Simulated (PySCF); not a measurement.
BHO, SMILES B=O. Atoms are numbered in the order given.

```xyz
3

H      0.0000     0.0000    -1.7737
B      0.0000     0.0000    -0.6009
O      0.0000     0.0000     0.5973
```
Charge 0, spin multiplicity 1.

Coordinates come from a PBE0-D3(BJ)/def2-TZVPD optimisation.

Two levels are set side by side: PBE/pcJ-2 (PySCF) and PBE0/pcJ-2 (PySCF). One-bond couplings, all four terms, same geometry. Isotopes: 11B, 17O, 1H. Differences are taken from unrounded values.

| quantity | PBE |
|---|---|
| ¹J(H1,B2) (Hz) | 255.0 |

### Question
These are the PBE values. What does PBE0 give? (The exact figures need the calculation; the answer reports its results.)

### Answer

```csv
quantity,PBE0,PBE minus PBE0
"¹J(H1,B2) (Hz)",260.4,-5.5
```

Rough cost on one machine, each run with all the roots and properties that it gave: PBE0 against PBE about 2 times.
